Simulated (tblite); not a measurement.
Compound: C8H13Br.
Geometry (GFN2-xTB, Å), atoms numbered from 1 in this order:
```
atom  x, y, z in Å
Br1   -1.5340   -1.5059   -1.8899
C2    -0.7805   -1.1328   -0.1080
C3    -1.8461   -0.5228    0.7839
C4    -1.9315    0.9327    0.3080
C5    -0.5647    1.2392   -0.3355
C6     0.2701   -0.0388   -0.2034
C7     1.4256   -0.2292   -1.2015
C8     2.4410   -0.1550   -0.0517
C9     1.2898   -0.0570    0.9595
H10   -0.3958   -2.0906    0.2419
H11   -2.8021   -1.0418    0.7233
H12   -1.4949   -0.5713    1.8177
H13   -2.7279    1.0354   -0.4294
H14   -2.1528    1.6070    1.1338
H15   -0.6902    1.4827   -1.3917
H16   -0.0684    2.0830    0.1419
H17    1.5107    0.5605   -1.9453
H18    1.4055   -1.1879   -1.7172
H19    3.0707   -1.0349    0.0579
H20    3.0761    0.7270   -0.0814
H21    1.2000   -0.9226    1.6145
H22    1.2890    0.8426    1.5717
```

Calculated harmonic vibrations of the isolated species, GFN2-xTB (tblite), most abundant isotopes, no scaling. This tight-binding method is rough: wavenumbers can miss measured ones by several per cent, in bad cases by 10 to 20. One conformer, not necessarily the lowest. The optimisation stopped once no atom felt more than 0.01 eV/Å.

Lowest wavenumbers of the output (negative numbers stand for imaginary wavenumbers):
```
mode    cm-1
  1     -24.7
  2      66.9
  3     109.9
  4     135.2
  5     256.0
  6     267.3
  7     327.6
  8     397.3
  9     480.6
 10     588.6
 11     674.8
 12     747.0
 13     778.1
 14     816.5
 15     829.2
```

Task: Is this structure a minimum?

Result: Not by this Hessian. 1 mode is imaginary beyond 20i (25i cm⁻¹), so at this level the point lies at or near a first-order saddle. The curvature is small, so loose convergence or finite differences may be the whole cause.

Task: Which atoms move in the imaginary mode?

Result: 25i: C8 (four-membered-ring carbon) 31 %, H19 (methylene hydrogen) 14 %, H20 (methylene hydrogen) 13 %. These are shares of the mass-weighted motion.

Task: What is the remedy?

Result: Step along that mode in both directions, optimise again with tighter thresholds and repeat the frequencies. The zero-point energy of this point (120.1 kcal/mol) counts the 59 real modes alone, and thermal corrections from it aren't those of a minimum.
